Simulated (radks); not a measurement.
Problem. The indium ion In6+, configuration [Kr] 4d7. All-electron calculation, Dirac Kohn-Sham, PBE, spin-unpolarised, spherical densities, finite nucleus; open shells are shared between the two j in proportion to 2j + 1; Fermi nuclear charge, rms radius 4.6156 fm. Program: a radial shooting solver on a logarithmic mesh with Libxc functionals. Some entries of the table are withheld. Estimate them.

orbital  occ.  eigenvalue (Ry)  <r> (bohr)
1s1/2       2              (1)         (2)
2s1/2       2        -312.0635      0.1281
2p1/2       2              (3)      0.1084
2p3/2       4              (4)      0.1137
3s1/2       2        -64.73675      0.3481
3p1/2       2        -56.43573      0.3392
3p3/2       4        -53.63172      0.3502
3d3/2       4              (5)      0.3219
3d5/2       6              (6)      0.3254
4s1/2       2        -15.31485      0.8330
4p1/2       2              (7)         (8)
4p3/2       4              (9)        (10)
4d3/2     2.8         -7.60781       1.036
4d5/2     4.2         -7.52856       1.046

Solution. 
(1) 1s1/2 eigenvalue (Ry): -2045.399
(2) 1s1/2 <r> (bohr): 0.02971
(3) 2p1/2 eigenvalue (Ry): -291.4885
(4) 2p3/2 eigenvalue (Ry): -275.9894
(5) 3d3/2 eigenvalue (Ry): -38.96021
(6) 3d5/2 eigenvalue (Ry): -38.38512
(7) 4p1/2 eigenvalue (Ry): -12.54695
(8) 4p1/2 <r> (bohr): 0.8758
(9) 4p3/2 eigenvalue (Ry): -12.02667
(10) 4p3/2 <r> (bohr): 0.9018
